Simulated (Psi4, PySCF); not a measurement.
C2H5Zn (SMILES C[CH2][Zn+]), charge +1, singlet, geometry from GFN2-xTB (such geometries of metal compounds can be far from the true shape), atoms displaced at random by about 0.03 Å a coordinate. Base run: PySCF with PBE/6-31G, gradient.

Input for PySCF:
```python
from pyscf import gto, scf, dft

mol = gto.M(
    atom='''
Zn    0.452681    0.600720    0.459724
C    -0.071530   -1.121142   -0.518508
C    -1.452240   -1.042526   -1.134136
H     0.012591   -1.806566    0.322932
H     0.706767   -1.169216   -1.254989
H    -1.572203   -0.259651   -1.900694
H    -2.247218   -0.921135   -0.373511
H    -1.580185   -2.024455   -1.579742
''',
    basis='6-31g',
    charge=1,
    spin=0,
    verbose=4,
)

mf = dft.RKS(mol)
mf.xc = 'pbe'
mf.kernel()
g = mf.nuc_grad_method()
grad = g.kernel()
```

Programs used: Psi4, PySCF; a row that names a program was run with it.

The coordinate followed is y of atom 8.

The base run was repeated with changes; each row names its change, and settings that it needs were set with it.

```json
[
 {"change": "base", "dE/dx (Eh/bohr)": "0.012989", "net force (Eh/bohr)": "0.000011"},
 {"change": "finite difference step (bohr) = 0.05; conv_tol = 1e-11", "dE/dx (Eh/bohr)": "0.013304", "net force (Eh/bohr)": "-"},
 {"change": "finite difference step (bohr) = 1e-5; conv_tol = 1e-11", "dE/dx (Eh/bohr)": "0.012987", "net force (Eh/bohr)": "-"},
 {"change": "grid_response = on", "dE/dx (Eh/bohr)": "0.012987", "net force (Eh/bohr)": "0.000000"},
 {"change": "grids.level = 0; grid_response = off", "dE/dx (Eh/bohr)": "0.013296", "net force (Eh/bohr)": "0.001969"},
 {"change": "finite difference step (bohr) = 0.2; conv_tol = 1e-11", "dE/dx (Eh/bohr)": "0.018095", "net force (Eh/bohr)": "-"},
 {"change": "grids.level = 5; grid_response = off", "dE/dx (Eh/bohr)": "0.012987", "net force (Eh/bohr)": "0.000002"},
 {"change": "density fitting = on; auxbasis_response = off", "dE/dx (Eh/bohr)": "0.013008", "net force (Eh/bohr)": "0.000462"},
 {"change": "conv_tol = 1e-11", "dE/dx (Eh/bohr)": "0.012988", "net force (Eh/bohr)": "0.000011"},
 {"change": "code = psi4", "dE/dx (Eh/bohr)": "0.012891", "net force (Eh/bohr)": "0.000060"},
 {"change": "grids.level = 5; grid_response = on", "dE/dx (Eh/bohr)": "0.012987", "net force (Eh/bohr)": "0.000000"},
 {"change": "conv_tol = 1e-6", "dE/dx (Eh/bohr)": "0.013043", "net force (Eh/bohr)": "0.000011"}
]
```

The net force is zero for an exact gradient.
